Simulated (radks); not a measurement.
Results of a calculation; reference values are marked as such.
Question: These are the eigenvalues of the occupied orbitals of an atom or ion with whole-number occupations (eV). Level of theory: Dirac Kohn-Sham, PBEsol, spin-unpolarised, spherical densities, point nucleus (a radial shooting solver on a logarithmic mesh with Libxc functionals).

| orbital | eigenvalue |
|---|---|
| 1s1/2 | -51304.32 |
| 2s1/2 | -11811.74 |
| 2p1/2 | -11529.41 |
| 2p3/2 | -10881.76 |
| 6d3/2 | -1115.169 |

Which element is it, and in what charge state? The configuration may be excited. Open shells, if any, fill j = l - 1/2 first.

Answer: Z = 62, samarium, charge +53: Sm53+ in [He] 2s2 2p4 6d1. The list shows which subshells hold electrons but not how many an open one holds; the 1s level, -1885.4 hartree, gives Z - s = 61.4 by -(Z - s)^2/2, which with screening and relativity narrows Z to a few neighbours, and the depths of the outer levels then fix element, charge and occupations together.
